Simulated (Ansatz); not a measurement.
Start from `FC[O][GaH][F]` and change one atom or group to get `FCO[SiH2]F`.

Ansatz, PBE0-D4/def2-TZVP geometries, multiplicity 1. Each molecule was computed in one conformer, which needn't be the lowest. `FC[O][GaH][F]` holds a close contact that its SMILES doesn't draw: Ga···F 2.19 Å.

Scalar relativity is left out up to krypton.

```tsv
property	`FC[O][GaH][F]`
size of the dipole moment (ωB97M-V/def2-TZVPP) / D	2.29
LUMO energy (PBE0/def2-TZVPP) / eV	-0.56
HOMO energy (B3LYP/def2-TZVPP) / eV	-8.18
LUMO energy (B3LYP/def2-TZVPP) / eV	-0.88
zero-point energy (PBE0-D4/def2-TZVP) / kJ/mol	114.0
size of the dipole moment (PBE/def2-TZVPP) / D	2.16
```

(1) What does the change do to each property? (Best estimate.)

## Answers

(1) Computed: 
```csv
property,`FCO[SiH2]F`,shift
size of the dipole moment (ωB97M-V/def2-TZVPP) / D,1.04,-1.25
LUMO energy (PBE0/def2-TZVPP) / eV,0.46,1.02
HOMO energy (B3LYP/def2-TZVPP) / eV,-9.04,-0.86
LUMO energy (B3LYP/def2-TZVPP) / eV,0.19,1.07
zero-point energy (PBE0-D4/def2-TZVP) / kJ/mol,147.6,33.6
size of the dipole moment (PBE/def2-TZVPP) / D,0.99,-1.17
```

With PBE0 the HOMO falls by 0.85 eV and the LUMO rises by 1.02 eV, so the gap widens by about 1.87 eV. PBE moves the HOMO by -0.84 eV and ωB97M-V by -0.84 eV. The zero-point energy changes by 33.6 kJ/mol with +3 modes. Dipoles are sizes alone; their direction can turn.

Positive LUMOs are unbound, so they and the gaps depend on the basis.

B3LYP here is the variant with VWN-RPA as its local correlation; programs differ in this.
